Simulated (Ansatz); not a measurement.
This geometry of CHFGeN (5 atoms, charge 0, multiplicity 2) is a first-order saddle point.

The calculation used Ansatz 0.2.0, UKS PBE-D4/def2-SVP.

```xyz
5
Properties=species:S:1:pos:R:3
N 1.039 -1.622 1.450
C 0.546 -0.816 0.740
Ge -0.187 0.481 -0.369
F -1.621 -0.019 -1.233
H 0.273 1.903 -0.629
```

**Question.** Which two structures does it join? (They come from a converged band through this point; their orientation in space is the band's.)

**Answer.** No bond is made or broken. The height of Ge3 over the plane of its neighbours goes from -0.64 to 0.64 Å. The two ends are copies of one structure, up to a mirror image or an exchange of like atoms. The height can change sign by an inversion or by a turn that exchanges like atoms.

Initial state:

```xyz
5
Properties=species:S:1:pos:R:3
N 0.970 -1.519 1.498
C 0.558 -0.785 0.677
Ge 0.027 0.348 -0.805
F -1.689 0.036 -1.031
H 0.184 1.847 -0.382
```

Final state:

```xyz
5
Properties=species:S:1:pos:R:3
N 1.099 -1.595 1.322
C 0.516 -0.760 0.735
Ge -0.528 0.675 -0.049
F -1.481 -0.087 -1.316
H 0.443 1.694 -0.733
```

**Question.** How far does it lie above each of them?

**Answer.** 65.2 kJ/mol above the first and 65.2 kJ/mol above the second. This is the barrier of this one path; another mechanism may lie lower.

The run took 42 s on 2 threads of AMD EPYC 9R14 (Zen 4) (shared host), peak memory 0.18 GiB.
